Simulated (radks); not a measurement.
Charge is removed step by step from the 4p (averaged over the sub-levels emptied) level of Se+, starting from [Ar] 3d10 4s2 4p3. All-electron calculation, Dirac Kohn-Sham, LDA (Slater exchange, Perdew-Wang correlation), spin-unpolarised, spherical densities, finite nucleus; open shells are shared between the two j in proportion to 2j + 1; Fermi nuclear charge, rms radius 4.14 fm. Program: a radial shooting solver on a logarithmic mesh with Libxc functionals.

| removed (e) | E - E(0) (eV) | eigenvalue (eV) | E minus straight line (eV) |
|---|---|---|---|
| 0 | 0.000 | -15.586 | 0.000 |
| 0.25 | 4.199 | -18.017 | -0.941 |
| 0.5 | 9.014 | -20.516 | -1.266 |
| 0.75 | 14.463 | -23.080 | -0.957 |
| 1 | 20.560 | -25.705 | 0.000 |

Removing the whole electron costs 20.560 eV by Delta-SCF, against 15.586 eV from minus the eigenvalue at the starting occupation. Slater's transition state (half an electron removed) gives 20.516 eV. Integrating minus the eigenvalue over the occupation (Janak's theorem) gives 20.560 eV. The mean slope of the eigenvalue, de/dn, is 10.1 eV per electron. Ionisation energy of Se+ in the NIST Atomic Spectra Database: 21.20 eV (measured).

Beside tabulated values, note that spin-unpolarised runs miss the spin-polarisation part of the exchange energy of open shells.
